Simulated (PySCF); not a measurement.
# Stretching SbC

Set-up: basis Sb def2-SVP with ECP28, C def2-SVP; scalar-relativistic core potentials; PySCF 2.14. Energies in eV from Sb + C in their ground configurations at the same level. State: doublet, unpaired electrons σ ↑.

Curves on a restricted Hartree–Fock reference rise too fast on stretching and do not dissociate correctly.

```json
{"R (Å)": "1.690", "ROHF-CCSD": "-1.607"}
{"R (Å)": "1.765", "ROHF-CCSD": "-2.187"}
{"R (Å)": "1.822", "ROHF-CCSD": "-2.412"}
{"R (Å)": "1.878", "ROHF-CCSD": "-2.501"}
{"R (Å)": "1.934", "ROHF-CCSD": "-2.485"}
{"R (Å)": "2.010", "ROHF-CCSD": "-2.345"}
{"R (Å)": "2.103", "ROHF-CCSD": "-2.042"}
{"R (Å)": "2.216", "ROHF-CCSD": "-1.582"}
```

Q: Put a parabola through the three lowest points of the ROHF-CCSD curve and estimate Re, k and ωe (reduced mass 10.92 u; 1 eV/Å² = 0.16022 mdyn/Å; ωe = 1302.8·√(k/μ) cm⁻¹).

A: Through R = 1.822, 1.878, 1.934 Å the second-order coefficient is 16.7 eV/Å², so Re ≈ 1.897 Å, k ≈ 5.36 mdyn/Å and ωe ≈ 913 cm⁻¹. A polynomial fit of higher order to the unrounded ROHF-CCSD energies gives Re = 1.896 Å, k = 4.82 mdyn/Å, ωe = 865 cm⁻¹; anharmonicity and rounding make the difference.

The higher-order fit for each curve: ROHF-CCSD: Re = 1.896 Å, ωe = 865 cm⁻¹, De = 2.51 eV.

Correlated steps freeze 5 core orbitals. Correlated levels converge slowly with the basis: in double zeta they bind strong bonds too weakly, by up to about 1 eV, and carry superposition errors of some tenths. Spin–orbit coupling is left out, which matters for elements this heavy, above all for dissociation energies. The state was picked by a PBE0 search and need not be the measured ground state.
